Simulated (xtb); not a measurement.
Input file for xtb: GFN2-xTB on C2H7ClO (a complex), monomers drawn apart or pushed together.

```
$ xtb mol.xyz --gfn 2 --sp --chrg 0 --uhf 0
11

Cl     0.79746474     0.13762969    -0.34274770
H      0.13752895    -0.23834519     0.73026546
C      0.60867010     0.95476088     4.23280357
C      0.29107262    -0.50917875     3.99910784
O     -0.69512628    -0.70292720     2.97039561
H      1.38241675     1.05596479     4.99659026
H     -0.27396887     1.49768106     4.58183318
H      0.96460743     1.42436758     3.31536507
H      1.17075631    -1.04679850     3.64634856
H     -0.05028255    -0.99196428     4.91968350
H     -1.48512835    -0.19549205     3.19075980
```

Program output:

```
[...]
           -------------------------------------------------
          |                Calculation Setup                |
           -------------------------------------------------



molecular fragmentation (1/2 indicates fragments):
11222222222
# atoms in fragment 1/2:     2     9
 fragment masses (1/2) :       36.46       46.07
CMA distance (Bohr)    :   7.757
constraining FC (au)   :  0.0500

           -------------------------------------------------
          |                 G F N 2 - x T B                 |
           -------------------------------------------------

        Reference                      10.1021/acs.jctc.8b01176
      * Hamiltonian:
        H0-scaling (s, p, d)           1.850000    2.230000    2.230000
        zeta-weighting                 0.500000
      * Dispersion:
        s8                             2.700000
        a1                             0.520000
        a2                             5.000000
        s9                             5.000000
      * Repulsion:
        kExp                           1.500000    1.000000
        rExp                           1.000000
      * Coulomb:
        alpha                          2.000000
        third order                    shell-resolved
        anisotropic                    true
        a3                             3.000000
        a5                             4.000000
        cn-shift                       1.200000
        cn-exp                         4.000000
        max-rad                        5.000000


          ...................................................
          :                      SETUP                      :
          :.................................................:
          :  # basis functions                  29          :
          :  # atomic orbitals                  28          :
          :  # shells                           16          :
          :  # electrons                        28          :
          :  max. iterations                   250          :
          :  Hamiltonian                  GFN2-xTB          :
          :  restarted?                      false          :
          :  GBSA solvation                  false          :
          :  PC potential                    false          :
          :  electronic temp.          300.0000000     K    :
          :  accuracy                    1.0000000          :
          :  -> integral cutoff          0.2500000E+02      :
          :  -> integral neglect         0.1000000E-07      :
          :  -> SCF convergence          0.1000000E-05 Eh   :
          :  -> wf. convergence          0.1000000E-03 e    :
          :  Broyden damping             0.4000000          :
          :  net charge                          0          :
          :  unpaired electrons                  0          :
          ...................................................

 iter      E             dE          RMSdq      gap      omega  full diag
   1    -16.5554421 -0.165554E+02  0.351E+00    8.30       0.0  T
   2    -16.5761225 -0.206804E-01  0.192E+00    8.64       1.0  T
   3    -16.5770399 -0.917483E-03  0.792E-01    8.64       1.0  T
   4    -16.5774013 -0.361302E-03  0.250E-01    8.65       1.0  T
   5    -16.5775156 -0.114377E-03  0.175E-01    8.69       1.0  T
   6    -16.5776198 -0.104131E-03  0.120E-01    8.74       1.0  T
   7    -16.5777251 -0.105373E-03  0.474E-02    8.81       1.0  T
   8    -16.5777353 -0.101626E-04  0.126E-02    8.83       2.4  T
   9    -16.5777357 -0.383921E-06  0.423E-03    8.83       7.1  T
  10    -16.5777357 -0.256065E-07  0.151E-03    8.83      20.0  T
  11    -16.5777357 -0.539200E-08  0.888E-04    8.83      34.0  T
  12    -16.5777357 -0.337136E-08  0.214E-04    8.83     140.8  T

   *** convergence criteria satisfied after 12 iterations ***

         #    Occupation            Energy/Eh            Energy/eV
      -------------------------------------------------------------
         1        2.0000           -1.0478159             -28.5125
       ...           ...                  ...                  ...
         8        2.0000           -0.5124885             -13.9455
         9        2.0000           -0.4880606             -13.2808
        10        2.0000           -0.4735429             -12.8858
        11        2.0000           -0.4526728             -12.3179
        12        2.0000           -0.4257215             -11.5845
        13        2.0000           -0.4255763             -11.5805
        14        2.0000           -0.4250013             -11.5649 (HOMO)
        15                         -0.1004668              -2.7338 (LUMO)
        16                          0.0199855               0.5438
        17                          0.0277783               0.7559
        18                          0.0278113               0.7568
        19                          0.0337991               0.9197
       ...                                ...                  ...
        28                          0.2663778               7.2485
      -------------------------------------------------------------
                  HL-Gap            0.3245345 Eh            8.8310 eV
             Fermi-level           -0.2627340 Eh           -7.1494 eV

 SCC (total)                   0 d,  0 h,  0 min,  0.009 sec
 SCC setup                      ...        0 min,  0.000 sec (  1.857%)
 Dispersion                     ...        0 min,  0.000 sec (  1.071%)
 classical contributions        ...        0 min,  0.000 sec (  0.419%)
 integral evaluation            ...        0 min,  0.001 sec ( 14.360%)
 iterations                     ...        0 min,  0.005 sec ( 55.600%)
 molecular gradient             ...        0 min,  0.002 sec ( 25.062%)
 printout                       ...        0 min,  0.000 sec (  1.414%)

         :::::::::::::::::::::::::::::::::::::::::::::::::::::
         ::                     SUMMARY                     ::
         :::::::::::::::::::::::::::::::::::::::::::::::::::::
         :: total energy             -16.452907297186 Eh    ::
         :: gradient norm              0.028198818631 Eh/a0 ::
         :: HOMO-LUMO gap              8.831032588819 eV    ::
         ::.................................................::
         :: SCC energy               -16.577726428119 Eh    ::
         :: -> isotropic ES            0.036926113816 Eh    ::
         :: -> anisotropic ES         -0.002185362432 Eh    ::
         :: -> anisotropic XC         -0.001311705476 Eh    ::
         :: -> dispersion             -0.003956826721 Eh    ::
         :: repulsion energy           0.124819130934 Eh    ::
         :: add. restraining           0.000000000000 Eh    ::
         :: total charge              -0.000000000000 e     ::
         :::::::::::::::::::::::::::::::::::::::::::::::::::::

           -------------------------------------------------
          |                Property Printout                |
           -------------------------------------------------

    * Orbital Energies and Occupations

         #    Occupation            Energy/Eh            Energy/eV
      -------------------------------------------------------------
         1        2.0000           -1.0478159             -28.5125
         2        2.0000           -0.6955697             -18.9274
         3        2.0000           -0.6347659             -17.2729
         4        2.0000           -0.6035777             -16.4242
         5        2.0000           -0.5641134             -15.3503
         6        2.0000           -0.5370540             -14.6140
         7        2.0000           -0.5248906             -14.2830
         8        2.0000           -0.5124885             -13.9455
         9        2.0000           -0.4880606             -13.2808
        10        2.0000           -0.4735429             -12.8858
        11        2.0000           -0.4526728             -12.3179
        12        2.0000           -0.4257215             -11.5845
        13        2.0000           -0.4255763             -11.5805
        14        2.0000           -0.4250013             -11.5649 (HOMO)
        15                         -0.1004668              -2.7338 (LUMO)
        16                          0.0199855               0.5438
        17                          0.0277783               0.7559
        18                          0.0278113               0.7568
        19                          0.0337991               0.9197
        20                          0.0338010               0.9198
        21                          0.1075021               2.9253
        22                          0.1259144               3.4263
        23                          0.1554747               4.2307
        24                          0.1572296               4.2784
        25                          0.1906136               5.1869
       ...                                ...                  ...
        28                          0.2663778               7.2485
      -------------------------------------------------------------
                  HL-Gap            0.3245345 Eh            8.8310 eV
             Fermi-level           -0.2627340 Eh           -7.1494 eV

     #   Z          covCN         q      C6AA      α(0)
     1  17 Cl       0.843    -0.343   110.139    16.055
     2   1 H        0.843     0.337     0.615     1.230
     3   6 C        3.749    -0.119    22.837     6.816
     4   6 C        3.671     0.076    19.538     6.336
     5   8 O        1.652    -0.460    22.047     6.338
     6   1 H        0.924     0.044     2.391     2.418
     7   1 H        0.924     0.040     2.454     2.450
     8   1 H        0.924     0.055     2.262     2.352
     9   1 H        0.925     0.054     2.270     2.356
    10   1 H        0.924     0.028     2.618     2.530
    11   1 H        0.805     0.287     0.760     1.369

 Mol. C6AA /au·bohr⁶  :       1136.772300
 Mol. C8AA /au·bohr⁸  :      29143.737437
 Mol. α(0) /au        :         50.249589


Wiberg/Mayer (AO) data.
largest (>0.10) Wiberg bond orders for each atom

 ---------------------------------------------------------------------------
     #   Z sym  total        # sym  WBO       # sym  WBO       # sym  WBO
 ---------------------------------------------------------------------------
     1  17 Cl   0.882 --     2 H    0.878
     2   1 H    0.887 --     1 Cl   0.878
     3   6 C    3.995 --     4 C    1.018     8 H    0.985     7 H    0.985
                             6 H    0.984
     4   6 C    3.951 --     3 C    1.018     5 O    0.983     9 H    0.974
                            10 H    0.974
     5   8 O    1.949 --     4 C    0.983    11 H    0.904
     6   1 H    0.998 --     3 C    0.984
     7   1 H    0.998 --     3 C    0.985
     8   1 H    0.997 --     3 C    0.985
     9   1 H    0.997 --     4 C    0.974
    10   1 H    0.999 --     4 C    0.974
    11   1 H    0.917 --     5 O    0.904
 ---------------------------------------------------------------------------

Topologies differ in total number of bonds
Writing topology from bond orders to xtbtopo.mol

molecular dipole:
                 x           y           z       tot (Debye)
 q only:       -0.414       0.166       1.204
   full:       -0.337       0.355       1.078       3.008
molecular quadrupole (traceless):
                xx          xy          yy          xz          yz          zz
 q only:       -2.378      -1.131      -4.155       0.825       2.821       6.533
  q+dip:       -2.476      -1.455      -6.320      -2.206       3.011       8.797
   full:       -2.417      -1.311      -6.530      -2.018       3.057       8.947


           -------------------------------------------------
          | TOTAL ENERGY              -16.452907297186 Eh   |
          | GRADIENT NORM               0.028198818631 Eh/α |
Note: The following floating-point exceptions are signalling: IEEE_UNDERFLOW_FLAG IEEE_DENORMAL
normal termination of xtb
          | HOMO-LUMO GAP               8.831032588819 eV   |
           -------------------------------------------------

------------------------------------------------------------------------
------------------------------------------------------------------------
 total:
 SCF:
```

The run finished.

Cost: very roughly 0.06 core-seconds.
